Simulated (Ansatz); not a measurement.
Gas-phase reaction in SMILES: [SiH3]c1ccsc1 + 5 C (CH4) + S (H2S) → 2 C=C (C2H4) + CC (C2H6) [ethane] + 2 CS (CH4S) + C[SiH3] [methylsilane]
Each molecule is optimised on its own at B3LYP-D3(BJ)/def2-TZVP (Ansatz, a quantum-chemistry and plane-wave program). Unstable Hartree-Fock reference: [SiH3]c1ccsc1.

Property: bond separation energy (electronic energy difference), in kcal/mol. Cores are frozen in the correlated levels unless marked. No spin-orbit coupling. Non-relativistic unless marked X2C. CBS marks a two-point X^-3 extrapolation of the correlation energy; Hartree-Fock from the larger set. [CCSD(T)-MP2]/basis is that difference in the basis named.

```csv
level,program,bond separation energy (kcal/mol),minus last row
RI-HF/cc-pV(Q+d)Z,Ansatz,30.1,-12.0
PBE-D3(BJ)/def2-TZVPD,Ansatz + dftd3,45.6,3.5
revPBE/def2-TZVPD,Ansatz,44.3,2.2
r2SCANh-D4/def2-TZVPD,Ansatz + dftd4,46.4,4.3
HSE06-D3(BJ)/def2-TZVPD,Ansatz + dftd3,44.2,2.1
B2GP-PLYP-D4/def2-TZVPD,Ansatz + dftd4,45.3,3.2
MP2/6-31G*,Ansatz,51.9,9.8
MP2/cc-pV(T+d)Z,Ansatz,51.9,9.8
RI-MP2/cc-pV(Q+d)Z,Ansatz,52.1,10.0
SCS-MP2/6-31G,Ansatz,35.4,-6.7
SCS-MP2/aug-cc-pV(D+d)Z,Ansatz,42.8,0.7
CCSD(T)/cc-pV(D+d)Z,Ansatz,41.8,-0.3
CCSD(T)/cc-pwCVTZ,Ansatz,41.9,-0.2
X2C-CCSD(T)/cc-pVTZ-DK,Ansatz,41.1,-1.0
"RI-MP2/CBS(cc-pV(T+d)Z,cc-pV(Q+d)Z)+[CCSD(T)-MP2]/cc-pV(T+d)Z",Ansatz,42.1,0.0
```
